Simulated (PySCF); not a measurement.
CClF$_{2}$, doublet, geometry from GFN2-xTB of the parent state (the spin is typed, not shown lowest); TPSS/pcseg-1 in PySCF.

Input for PySCF:
```python
from pyscf import gto, scf, dft

mol = gto.M(
    atom='''
F    -1.133305   -0.976862    0.029427
C    -0.358184    0.026604    0.000082
F    -0.976565    1.133574   -0.028942
Cl    1.243408   -0.092355   -0.000286
''',
    basis='pcseg-1',
    charge=0,
    spin=1,
    verbose=4,
)

mf = dft.ROKS(mol)
mf.xc = 'tpss'
mf.kernel()
mf.analyze()
```

What the program printed (banner, timings and long lists left out):

```
PySCF version 2.14.0

[INPUT] verbose = 4
[INPUT] num. atoms = 4
[INPUT] num. electrons = 41
[INPUT] charge = 0
[INPUT] spin (= nelec alpha-beta = 2S) = 1
[INPUT] symmetry False subgroup None
[INPUT] Mole.unit = angstrom
[INPUT] Symbol           X                Y                Z      unit          X                Y                Z       unit  Magmom
[INPUT]  1 F     -1.133305000000  -0.976862000000   0.029427000000 AA   -2.141636065600  -1.846001641495   0.055608970668 Bohr   0.0
[INPUT]  2 C     -0.358184000000   0.026604000000   0.000082000000 AA   -0.676869662201   0.050274273818   0.000154957542 Bohr   0.0
[INPUT]  3 F     -0.976565000000   1.133574000000  -0.028942000000 AA   -1.845440392836   2.142144401928  -0.054692453497 Bohr   0.0
[INPUT]  4 Cl     1.243408000000  -0.092355000000  -0.000286000000 AA    2.349700581093  -0.174525656234  -0.000540461672 Bohr   0.0

nuclear repulsion = 162.764699207251
number of shells = 12
number of NR pGTOs = 119
number of NR cGTOs = 60
basis = pcseg-1
ecp = {}

******** <class 'pyscf.dft.roks.ROKS'> ********
method = ROKS
initial guess = minao
damping factor = 0
level_shift factor = 0
DIIS = <class 'pyscf.scf.diis.CDIIS'>
diis_start_cycle = 1
diis_space = 8
diis_damp = 0
SCF conv_tol = 1e-09
SCF conv_tol_grad = None
SCF max_cycles = 50
direct_scf = True
direct_scf_tol = 1e-13
num. doubly occ = 20  num. singly occ = 1
XC library pyscf.dft.libxc version 7.1.2
    S. Lehtola, C. Steigemann, M. J. T. Oliveira, and M. A. L. Marques,  SoftwareX 7, 1–5 (2018)
XC functionals = tpss
    J. Tao, J. P. Perdew, V. N. Staroverov, and G. E. Scuseria,  Phys. Rev. Lett. 91, 146401 (2003)
    J. P. Perdew, J. Tao, V. N. Staroverov, and G. E. Scuseria,  J. Chem. Phys. 120, 6898 (2004)
    J. Tao, J. P. Perdew, V. N. Staroverov, and G. E. Scuseria,  Phys. Rev. Lett. 91, 146401 (2003)
    J. P. Perdew, J. Tao, V. N. Staroverov, and G. E. Scuseria,  J. Chem. Phys. 120, 6898 (2004)
radial grids:
    Treutler-Ahlrichs [JCP 102, 346 (1995); DOI:10.1063/1.469408] (M4) radial grids

becke partition: Becke, JCP 88, 2547 (1988); DOI:10.1063/1.454033
pruning grids: <function nwchem_prune>
grids dens level: 3
symmetrized grids: False
atomic radii adjust function: <function treutler_atomic_radii_adjust>
small_rho_cutoff = 0
Set gradient conv threshold to 3.16228e-05
tot grids = 61528
init E= -698.66913714743
  HOMO = -0.0911122735147494  LUMO = 0.00855744279908732  gap/eV = 2.71215
cycle= 1 E= -697.812186855974  delta_E= 0.857  |g|= 0.494  |ddm|= 1.82
  HOMO = -0.124960071330114  LUMO = -0.00753538309240831  gap/eV = 3.19529
cycle= 2 E= -697.71152920292  delta_E= 0.101  |g|= 0.895  |ddm|= 0.616
  HOMO = -0.0879998018225758  LUMO = 0.0163578125945891  gap/eV = 2.83972
cycle= 3 E= -697.854017115191  delta_E= -0.142  |g|= 0.0437  |ddm|= 0.41
  HOMO = -0.0921347800875747  LUMO = 0.0107203267601577  gap/eV = 2.79883
cycle= 4 E= -697.854433754491  delta_E= -0.000417  |g|= 0.0123  |ddm|= 0.044
  HOMO = -0.091829992297936  LUMO = 0.0122078668306917  gap/eV = 2.83101
cycle= 5 E= -697.854473508717  delta_E= -3.98e-05  |g|= 0.00467  |ddm|= 0.016
  HOMO = -0.0910819022468625  LUMO = 0.0123196294897565  gap/eV = 2.81370
cycle= 6 E= -697.854479271485  delta_E= -5.76e-06  |g|= 0.00169  |ddm|= 0.00514
  HOMO = -0.0912721026317653  LUMO = 0.0122115864178967  gap/eV = 2.81593
cycle= 7 E= -697.854480064707  delta_E= -7.93e-07  |g|= 0.000123  |ddm|= 0.00149
  HOMO = -0.0912351282479005  LUMO = 0.0122392418110779  gap/eV = 2.81568
cycle= 8 E= -697.85448006959  delta_E= -4.88e-09  |g|= 3.91e-05  |ddm|= 0.000178
  HOMO = -0.0912418464016462  LUMO = 0.0122321666062932  gap/eV = 2.81567
cycle= 9 E= -697.854480070072  delta_E= -4.82e-10  |g|= 3.85e-06  |ddm|= 4.56e-05
  HOMO = -0.0912404572030963  LUMO = 0.0122330846297261  gap/eV = 2.81566
Extra cycle  E= -697.854480070072  delta_E= 6.82e-13  |g|= 4.42e-06  |ddm|= 5.74e-06
converged SCF energy = -697.854480070072
**** SCF Summaries ****
Total Energy =                        -697.854480070071759
Nuclear Repulsion Energy =             162.764699207251454
One-electron Energy =                -1287.943105376678432
Two-electron Energy =                  427.323926099355162
Two-electron Coulomb Energy =          482.032476204979332
DFT Exchange-Correlation Energy =      -54.708550105624170
HOMO-LUMO gap [eV] =                     2.815658489669546
**** MO energy ****
                Roothaan           | alpha              | beta
MO #1   energy= -101.015416260496  | -101.015775251563  | -101.01505726943   occ= 2
MO #2   energy= -24.4528215172083  | -24.4546612678941  | -24.4509817665228  occ= 2
MO #3   energy= -24.4527884863033  | -24.4546278627446  | -24.4509491098621  occ= 2
MO #4   energy= -10.1534809353942  | -10.1611662266532  | -10.1457956441353  occ= 2
MO #5   energy= -9.27972174505403  | -9.28000971766007  | -9.27943377244798  occ= 2
MO #6   energy= -7.06562861396332  | -7.06581764004104  | -7.06543958788563  occ= 2
MO #7   energy= -7.05318730329074  | -7.0541522134247   | -7.05222239316034  occ= 2
MO #8   energy= -7.05310799700391  | -7.05328395033107  | -7.05293204367674  occ= 2
MO #9   energy= -1.25588142420347  | -1.26006270018207  | -1.25170014822486  occ= 2
MO #10  energy= -1.1926480694939   | -1.1956876597318   | -1.18960847925599  occ= 2
MO #11  energy= -0.865304452768181 | -0.869086294152279 | -0.861522611384072 occ= 2
MO #12  energy= -0.624960544023518 | -0.632018136143507 | -0.617902951903518 occ= 2
MO #13  energy= -0.553935327703807 | -0.556897056417891 | -0.550973598989717 occ= 2
MO #14  energy= -0.525190924577445 | -0.529294319797543 | -0.521087529357343 occ= 2
MO #15  energy= -0.50055715657342  | -0.515934717785075 | -0.485179538362873 occ= 2
MO #16  energy= -0.410405330802736 | -0.412213707795456 | -0.408596953810013 occ= 2
MO #17  energy= -0.409669072948537 | -0.417693891215526 | -0.401644254683057 occ= 2
MO #18  energy= -0.398051097679196 | -0.39930566059174  | -0.39679653476666  occ= 2
MO #19  energy= -0.342818847764639 | -0.348668352076834 | -0.336969320241068 occ= 2
MO #20  energy= -0.327232042523476 | -0.328318639869831 | -0.326145445177124 occ= 2
MO #21  energy= -0.0912404572030963 | -0.130538931540883 | -0.0519421407243603 occ= 1
MO #22  energy= 0.0122330846297261 | -0.00110852710706087 | 0.0255746963665058 occ= 0
MO #23  energy= 0.147934419447845  | 0.142631340731749  | 0.153237498163942  occ= 0
MO #24  energy= 0.150720929748233  | 0.143231678066814  | 0.158210181429655  occ= 0
MO #25  energy= 0.319763426269486  | 0.31679162651839   | 0.322735226020579  occ= 0
MO #26  energy= 0.331495166500071  | 0.32689784784487   | 0.336092491204907  occ= 0
MO #27  energy= 0.335899945161389  | 0.335231341285041  | 0.336568549037735  occ= 0
MO #28  energy= 0.387292638779249  | 0.383533942442603  | 0.391051335115901  occ= 0
MO #29  energy= 0.400057814102215  | 0.380427725423814  | 0.419687972333204  occ= 0
 ** Mulliken pop on meta-lowdin orthogonal AOs  **
 ** Mulliken pop  **
 ** Mulliken atomic charges  **
charge of    0F =     -0.20355
charge of    1C =      0.34246
charge of    2F =     -0.20355
charge of    3Cl =      0.06464
Dipole moment(X, Y, Z, Debye):  0.52374, -0.03889, -0.00012
```
